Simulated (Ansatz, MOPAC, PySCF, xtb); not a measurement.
Bond stretch in OLi (cation, charge +1), lowest triplet found (which spin is the ground state isn't settled by this scan).

Methods: GFN1-xTB (xtb); PM7, unrestricted, heats of formation (MOPAC); UMP2/6-31G* = PySCF with unrestricted MP2 (frozen core)/6-31G*, spherical d; FCI = Ansatz (a program for electronic structure) with full CI/aug-cc-pVDZ, frozen core.

Energies relative to the lowest point of each curve between 1.68 and 2.44 Å, where full CI is lowest, in kJ/mol; the last columns give the difference from FCI:

```csv
R / Å,GFN1-xTB,PM7,UMP2/6-31G*,FCI,GFN1-xTB − FCI,PM7 − FCI,UMP2/6-31G* − FCI
1.41,73.4,102.8,235.6,216.4,-143.0,-113.6,19.2
1.51,34.8,67.7,139.8,129.1,-94.3,-61.4,10.7
1.62,13.4,39.9,75.2,69.4,-56.1,-29.5,5.7
1.68,7.2,28.7,52.1,47.8,-40.7,-19.1,4.2
1.77,2.1,16.3,28.4,25.5,-23.5,-9.3,2.8
1.83,0.6,10.4,17.9,15.7,-15.1,-5.3,2.2
1.89,0.0,6.1,10.6,8.8,-8.8,-2.8,1.7
1.97,0.2,2.3,4.4,3.2,-3.0,-0.9,1.2
2.02,0.8,0.9,2.1,1.2,-0.4,-0.3,0.9
2.08,1.8,0.0,0.5,0.0,1.8,0.0,0.5
2.19,4.2,0.0,0.0,0.1,4.1,-0.1,-0.1
2.29,7.0,1.3,1.3,1.8,5.1,-0.6,-0.5
2.44,11.5,4.5,5.1,6.0,5.6,-1.5,-0.8
2.61,16.6,8.7,10.6,11.4,5.3,-2.7,-0.8
2.86,23.2,14.5,18.9,19.0,4.2,-4.5,-0.2
3.10,28.5,19.0,26.1,25.2,3.2,-6.2,0.8
3.45,34.9,23.5,34.5,32.0,2.9,-8.5,2.5
3.79,39.7,26.3,40.4,36.5,3.2,-10.2,4.0
4.28,44.5,28.4,45.5,40.4,4.1,-12.0,5.1
4.81,47.6,29.6,48.4,42.8,4.7,-13.2,5.6
5.64,49.6,30.4,51.1,44.8,4.8,-14.4,6.3
6.64,50.4,30.8,52.8,46.0,4.3,-15.3,6.8
```

GFN1-xTB is furthest from FCI at 1.41 (-143.0 kJ/mol, below); its mean absolute difference over the points is 19.9 kJ/mol.

PM7 is furthest from FCI at 1.41 (-113.6 kJ/mol, below); its mean absolute difference over the points is 15.1 kJ/mol.

UMP2/6-31G* is furthest from FCI at 1.41 (19.2 kJ/mol, above); its mean absolute difference over the points is 3.7 kJ/mol.
